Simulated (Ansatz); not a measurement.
**Molecular dynamics of H$_{21}$ClO$_{10}$**

Input:

```yaml
accuracy: low
crystal:
  lattice:
    - [7.054004, 0.0, 0.0]
    - [0.0, 7.054004, 0.0]
    - [0.0, 0.0, 7.054004]
  atoms:
    - { symbol: O, position: [0.13271831, 0.76671709, 0.25104639] }
    - { symbol: H, position: [0.15160811, 0.86820496, 0.16572278] }
    - { symbol: H, position: [0.25270413, 0.69801124, 0.27204985] }
    - { symbol: O, position: [0.50434108, 0.71171745, 0.33607958] }
    - { symbol: H, position: [0.48913174, 0.64897505, 0.46566064] }
    - { symbol: H, position: [0.51824845, 0.84295173, 0.37240573] }
    - { symbol: O, position: [0.04470018, 0.34994873, 0.69437305] }
    - { symbol: H, position: [-0.02387276, 0.44433982, 0.61327609] }
    - { symbol: H, position: [0.15431498, 0.43552775, 0.7336068] }
    - { symbol: O, position: [-0.14869012, 0.28920908, 1.01760407] }
    - { symbol: H, position: [-0.18157442, 0.42280612, 1.05665445] }
    - { symbol: H, position: [-0.08274384, 0.32369051, 0.89224387] }
    - { symbol: O, position: [0.80853541, 0.67285572, 1.08438458] }
    - { symbol: H, position: [0.72196049, 0.70987224, 1.1930004] }
    - { symbol: H, position: [0.93592659, 0.69339898, 1.15201957] }
    - { symbol: O, position: [0.51687246, 0.13032881, 0.53850065] }
    - { symbol: H, position: [0.35743517, 0.02032257, 0.62374354] }
    - { symbol: H, position: [0.62288763, 0.10931845, 0.62562369] }
    - { symbol: O, position: [0.27445569, 0.06562895, 0.00773232] }
    - { symbol: H, position: [0.19545952, 0.16243108, 0.0719441] }
    - { symbol: H, position: [0.42527744, 0.06601864, 0.04092684] }
    - { symbol: O, position: [0.60138189, 1.03783877, 0.09456502] }
    - { symbol: H, position: [0.70030829, 1.13878754, 0.04640299] }
    - { symbol: H, position: [0.63218929, 0.9027186, 0.07185614] }
    - { symbol: O, position: [0.83194701, 0.88764536, 0.67154855] }
    - { symbol: H, position: [0.95736123, 0.90803468, 0.63534904] }
    - { symbol: H, position: [0.8230601, 0.79848847, 0.78102862] }
    - { symbol: O, position: [0.2436544, 0.94137216, 0.68685871] }
    - { symbol: H, position: [0.32133449, 0.80704265, 0.67716143] }
    - { symbol: H, position: [0.21945651, 1.00056311, 0.85571343] }
    - { symbol: Cl, position: [0.43920358, 0.55412269, 0.73363314] }
    - { symbol: H, position: [0.46346612, 0.25532152, 0.54122552] }
basis:
  ecutwfc: 250.0
kpoints:
  mp_grid: { grid: [1, 1, 1] }
hamiltonian:
  xc: pbesol
scf:
  occupations: { method: fermi_dirac, width: 0.05 }
  lower_state_search: "off"
md:
  timestep: 0.75
  n_steps: 200
  ensemble: nvt_langevin
  temperature: 400.0
  initial_velocities: maxwell_boltzmann
  seed: 524075
  friction: 0.005
```

Command:

```bash
$ ansatz run input.yaml --threads 1 --pin off --max-ram 3072MiB --backend cpu --events-out ev --progress --plain --runs-dir out
```

It goes on from the last frame of an earlier run, with new velocities.

Output, in part (step lines):

```
md step     0: t =     0.00 fs  T =   387.5 K  F+E_penalty+E_count = -6981.97596747 eV  E_kin = 1.602824 eV  (10 SCF iters)
md step     1: t =     0.75 fs  T =   418.5 K  F+E_penalty+E_count = -6982.11823936 eV  E_kin = 1.731169 eV  (8 SCF iters)
md step     2: t =     1.50 fs  T =   434.7 K  F+E_penalty+E_count = -6982.21422904 eV  E_kin = 1.798159 eV  (8 SCF iters)
md step     3: t =     2.25 fs  T =   437.1 K  F+E_penalty+E_count = -6982.20895082 eV  E_kin = 1.808155 eV  (8 SCF iters)
md step     4: t =     3.00 fs  T =   416.8 K  F+E_penalty+E_count = -6982.15493878 eV  E_kin = 1.723894 eV  (8 SCF iters)
md step     5: t =     3.75 fs  T =   414.9 K  F+E_penalty+E_count = -6982.16373332 eV  E_kin = 1.716316 eV  (6 SCF iters)
md step     6: t =     4.50 fs  T =   446.0 K  F+E_penalty+E_count = -6982.29787428 eV  E_kin = 1.844825 eV  (6 SCF iters)
md step     7: t =     5.25 fs  T =   490.4 K  F+E_penalty+E_count = -6982.45814895 eV  E_kin = 2.028579 eV  (6 SCF iters)
[... lines left out ...]
md step   200: t =   150.00 fs  T =   328.4 K  F+E_penalty+E_count = -6982.07035175 eV  E_kin = 1.358369 eV  (8 SCF iters)
```

The steps, from the saved trajectory:

```
time (fs)  T (K)  potential energy less start (eV)
      0.0    388                             0.000
      4.5    446                            -0.322
      9.0    396                            -0.114
     13.5    403                            -0.221
     18.0    378                            -0.103
     22.5    336                             0.079
     27.0    434                            -0.394
     31.5    286                             0.188
     36.0    430                            -0.273
     40.5    410                            -0.211
     45.0    457                            -0.311
     49.5    336                             0.068
     54.0    406                            -0.168
     58.5    414                            -0.273
     63.0    391                            -0.198
     67.5    453                            -0.412
     72.0    411                            -0.282
     76.5    353                            -0.056
     81.0    335                             0.021
     85.5    496                            -0.631
     90.0    316                            -0.012
     94.5    379                            -0.331
     99.0    393                            -0.410
    103.5    352                            -0.319
    108.0    428                            -0.528
    112.5    289                             0.070
    117.0    368                            -0.244
    121.5    367                            -0.335
    126.0    429                            -0.497
    130.5    317                            -0.024
    135.0    351                            -0.174
    139.5    368                            -0.294
    144.0    375                            -0.274
    148.5    357                            -0.233
```

All steps were run. A run of 0.15 ps of so small a system gives no equilibrium averages. The plane-wave cutoff is below what these datasets need, so energies and pressures aren't converged. Limits of this set-up: coarse k mesh, low accuracy level.

Mean squared displacements from the first frame to the last, about the centre of mass: O 0.18 Å², H 0.42 Å², Cl 0.03 Å².

Last frame:

```xyz
32
Lattice="7.0540 0.0000 0.0000 0.0000 7.0540 0.0000 0.0000 0.0000 7.0540" Properties=species:S:1:pos:R:3
O 0.753 5.253 1.374
H 1.179 6.043 0.933
H 1.667 4.842 1.671
O 3.500 5.369 2.263
H 3.632 4.843 3.204
H 3.342 6.276 2.456
O 1.060 2.207 5.166
H 1.085 1.635 4.335
H 1.767 2.968 5.027
O -0.841 2.378 7.035
H -1.294 3.514 7.241
H -0.080 2.203 6.302
O 5.464 4.619 7.563
H 4.912 4.569 8.324
H 6.355 4.926 7.874
O 4.042 0.928 3.807
H 2.795 -0.026 4.403
H 4.947 0.435 3.926
O 1.913 0.395 0.298
H 1.417 1.204 0.013
H 3.794 0.459 0.391
O 4.756 7.405 0.548
H 5.491 8.686 -0.073
H 4.890 6.595 0.041
O 6.209 6.606 4.470
H 7.069 6.272 4.183
H 5.745 5.888 4.819
O 2.093 6.508 4.960
H 2.291 5.559 4.910
H 1.931 6.993 6.459
Cl 3.504 3.901 5.012
H 4.090 1.769 4.265
```

Time of the run: 3.7 min on 1 CPU thread of a shared host.
